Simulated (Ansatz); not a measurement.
A series at Ge: from `[Cl][GeH]([Cl])[Cl]`, ligands are replaced one by one, each step taking up H₂O and setting free HCl; n counts the steps. Ansatz, PBE0-D4/def2-TZVP geometries. Each molecule was computed in one conformer, which needn't be the lowest.

CBS adds triple-zeta CCSD(T) − MP2 to the MP2 limit, frozen cores; atoms without spin–orbit coupling. Outer-core shells of Ge are correlated without core-valence functions. Scalar relativity is left out up to krypton. Spin–orbit coupling is left out.

```csv
n,molecule,"atomization energy, CCSD(T)/CBS (kJ/mol)"
0,`[Cl][GeH]([Cl])[Cl]`,1371.7
1,`[OH][GeH]([Cl])[Cl]`,1870.6
2,`[OH][GeH]([OH])[Cl]`,?
3,`[OH][GeH]([OH])[OH]`,2857.6
```

Problem. By hand: fit a straight line y = ȳ + b (n − n̄) to the 3 given rows and predict n = 2.

Solution. n̄ = 1.333, ȳ = 2033.30; Σ(n − n̄)(y − ȳ) = 2310.20, Σ(n − n̄)² = 4.667, so b = 495.01 kJ/mol a step. Prediction: 2033.30 + (495.01) × (0.667) = 2363.5 kJ/mol.

Problem. By hand: compare with the computed value, 2365.9 kJ/mol, and give the steps along the whole series.

Solution. The line misses by 2.4 kJ/mol (computed minus predicted). Steps: 498.9, 495.3, 491.7 kJ/mol.

The steps differ by at most 7.2 kJ/mol, 1.5 % of a mean step, so the ligands' effects nearly add and a line is close. The miss is 0.2 % of the series' range. The energies themselves are unsure by some kJ/mol a bond, though much of that is common to the series.
